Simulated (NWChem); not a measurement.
BSiH$_{5}$O; SMILES B([SiH3])O

```xyz
8

B     -0.5737    -0.7688    -0.0016
H     -1.7605    -1.0192    -0.0090
O      0.2380    -1.8444     0.0020
H      1.1773    -1.6281     0.0090
Si     0.0930     1.1580     0.0003
H     -0.4412     1.9085     1.1819
H     -0.3610     1.8773    -1.2335
H      1.5935     1.2340     0.0476
```
Atoms are numbered in this order, from 1.

Coordinates come from a PBE0/def2-SVP optimisation.

 Unshifted, non-relativistic core excitations; the lowest 4 roots alone, so stronger bands may lie above.

Task: List the first O K-edge excitations from PBE/6-311G** (spherical d), restricted-window TDA (NWChem).

Result: 
| state | energy (eV) | dipole oscillator strength | leading excitation (squared amplitude) |
|---|---|---|---|
| S1 | 509.4 | 0.0148 | 1s of atom 3 or its equivalents → LUMO (1.00) |
| S2 | 511.0 | 0.0042 | 1s of atom 3 or its equivalents → LUMO+1 (0.98) |
| S3 | 511.6 | 0.0020 | 1s of atom 3 or its equivalents → LUMO+2 (1.00) |
| S4 | 512.2 | 0.0016 | 1s of atom 3 or its equivalents → LUMO+3 (0.95) |
